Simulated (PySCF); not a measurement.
Precursor series Ti OH-NH2. Isolated molecules, 0 K electronic values unless said otherwise. One relaxed conformer stands for each flexible species; it need not be the lowest.

The LUMO from two functionals at the same geometries (TPSS-D3(BJ)/def2-SVP), both in PySCF: PBE-D3(BJ)/def2-TZVP and TPSSh-D3(BJ)/def2-TZVP. 

```csv
species,PBE-D3(BJ)/def2-TZVP (eV),TPSSh-D3(BJ)/def2-TZVP (eV)
0 of 4 OH replaced by NH2 ([Ti(OH)4]),-2.22,-1.79
1 of 4 OH replaced by NH2 ([Ti(OH)3(NH2)]),-2.13,-1.68
3 of 4 OH replaced by NH2 ([Ti(OH)(NH2)3]),-1.81,-1.35
4 of 4 OH replaced by NH2 ([Ti(NH2)4]),-1.73,-1.25
```

Over these rows, drawn at random from the members with no instability flagged (it was tested for open shells, ions and some series alone), PBE minus TPSSh-D3(BJ): mean -0.45 eV, from -0.48 eV to -0.43 eV.
